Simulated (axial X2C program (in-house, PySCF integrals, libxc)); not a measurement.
## WCO: properties at the nuclei

Calculated with an in-house all-electron X2C program for linear molecules (integrals from PySCF): two-component X2C with atomic mean-field Coulomb and Gaunt terms, Gaussian nuclei, basis W dyall-v3z, C dyall-v3z, O dyall-av3z with contracted cores.

W–C–O held linear, with bonds 1.899 and 1.166 Å (near the PBE0 minimum at charge 0 of the determinant lowest at the starting distance; the state shown can have its own minimum elsewhere, held linear; other orders of the atoms were not compared).

Input and command:
```json
{"zs": [74, 6, 8], "q": 0, "bas": ["dyall-v3z", "dyall-v3z", "dyall-av3z"], "r0": [2.07, 1.15], "symm": 0, "scan": ["PBE0", "HF", "BHandHLYP"], "levels": ["PBE0", "HF", "B3LYP"], "nst": 2}
```
```bash
python solin.py task.json out
```

Keys: zs atomic numbers; q charge; bas basis sets; r0 starting distance in Å; symm equal bonds; scan levels of the two-bond scan; levels methods; nst determinants followed.

Determinant lowest in the PBE0 search, Ω = 3 (⟨Sz⟩ = 1.97, ⟨Lz⟩ = 1.03 at PBE0), spin on the atoms W 2.01, C -0.08, O 0.04:

| level | Eeff magnitude (GV/cm) | Ws magnitude W (kHz) | A∥/gI W (MHz) | qzz W (a.u.) | A∥/gI C (MHz) | qzz C (a.u.) | A∥/gI O (MHz) | qzz O (a.u.) | μ (D) |
| --- | --- | --- | --- | --- | --- | --- | --- | --- | --- |
| PBE0 | 24.3 | 7.74 | 1680 | -3.06 | 7.36 | -0.59 | 36 | 0.04 | -4.09 |
| HF | 28 | 8.93 | 1410 | -4.22 | 6.11 | -0.69 | 57.4 | 0.02 | -4.76 |
| B3LYP | 25.8 | 8.2 | 1730 | -3.15 | 9.12 | -0.60 | 32.3 | 0.03 | -3.97 |

Determinant 0.17 eV from it at PBE0 and this distance, Ω = 1 (⟨Sz⟩ = 1.98, ⟨Lz⟩ = -0.98 at PBE0), spin on the atoms W 2.06, C -0.10, O 0.03:

```json
{"level": "PBE0", "Eeff magnitude (GV/cm)": "25.6", "Ws magnitude W (kHz)": "23.6", "A∥/gI W (MHz)": "4440", "qzz W (a.u.)": "-2.59", "A∥/gI C (MHz)": "-50.3", "qzz C (a.u.)": "-0.57", "A∥/gI O (MHz)": "-124", "qzz O (a.u.)": "0.05", "μ (D)": "-4.21"}
{"level": "HF", "Eeff magnitude (GV/cm)": "28.2", "Ws magnitude W (kHz)": "26.8", "A∥/gI W (MHz)": "3860", "qzz W (a.u.)": "-4.23", "A∥/gI C (MHz)": "-101", "qzz C (a.u.)": "-0.68", "A∥/gI O (MHz)": "-195", "qzz O (a.u.)": "0.03", "μ (D)": "-4.85"}
{"level": "B3LYP", "Eeff magnitude (GV/cm)": "26.9", "Ws magnitude W (kHz)": "24.8", "A∥/gI W (MHz)": "4520", "qzz W (a.u.)": "-2.49", "A∥/gI C (MHz)": "-38.2", "qzz C (a.u.)": "-0.59", "A∥/gI O (MHz)": "-116", "qzz O (a.u.)": "0.03", "μ (D)": "-4.07"}
```

Eeff is the effective electric field on the electron electric dipole moment in this Ω state and Ws the scalar–pseudoscalar constant of the nucleus named (defined with the proton number Z and per Ω); A∥ (defined per Ω) follows by multiplying with gI = μI/(I μN); qzz is the electric field gradient, eQq0 = 234.96 MHz × Q/barn × qzz; μ is positive if the O end (last atom) is positive. The operators were transformed with the bare-nucleus X2C matrices; with these basis sets, hyperfine constants and field gradients can be off by tens of per cent, and where levels differ in sign neither size nor sign is settled.

Question: With gI(183W) = 0.2356, gI(13C) = 1.4048, gI(17O) = -0.7575 (g factors from the IAEA table of nuclear moments by Stone), turn the PBE0 values of the first state into constants in MHz.

Answer: A∥(183W) = 1680 × 0.2356 = 396 MHz; A∥(13C) = 7.36 × 1.4048 = 10.3 MHz; A∥(17O) = 36 × -0.7575 = -27.3 MHz.

The molecule was held linear; bending was not examined, so a bent shape may lie lower.

Each state is one determinant with collinear spin, which with several unpaired electrons need not be a pure state. Unrestricted Hartree–Fock can overshoot spin polarisation at the nuclei. With several open shells hyperfine constants can be off by a factor of several. Open-shell Ω = 0 determinants with evenly filled partner blocks cannot be reached by this program, so the Ω shown need not be the lowest component. The search compared states at one distance, so a state with another bond length can lie lower. PBE0 term energies can be off by some tenths of an eV.
